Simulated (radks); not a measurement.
Results of a calculation; reference values are marked as such.
Spherical quantum dot in the effective-mass picture: electrons in a hard-walled sphere of radius 6.99, all in effective atomic units (hartree* = m*/eps^2 hartree, bohr* = eps/m* bohr), one dielectric constant everywhere. Level of theory: non-relativistic Kohn-Sham, PBEsol, spin-polarised, spherical densities (a radial shooting solver with Libxc functionals). Levels are named by radial order and angular momentum (1s, 1p, 1d, 2s, ...), and open shells are averaged over m. Results are scaled to m* = 0.079 and eps = 16.3, for which hartree* = 8.091 meV and bohr* = 10.92 nm.

N = 11, configuration 1s2 1p6 1d(up 3, down 0). This is the lowest configuration that the search found. Occupied levels:

| level | occupation | eigenvalue (meV) | <r> (nm) |
|---|---|---|---|
| 1s up | 1 | 16.202 | 51.86 |
| 1s down | 1 | 16.405 | 51.33 |
| 1p up | 3 | 16.622 | 53.50 |
| 1p down | 3 | 16.837 | 53.19 |
| 1d up | 3 | 17.365 | 55.07 |

Energy (meV): total 98.7162, kinetic 25.078, external 0, Hartree 91.802, exchange-correlation -18.164.
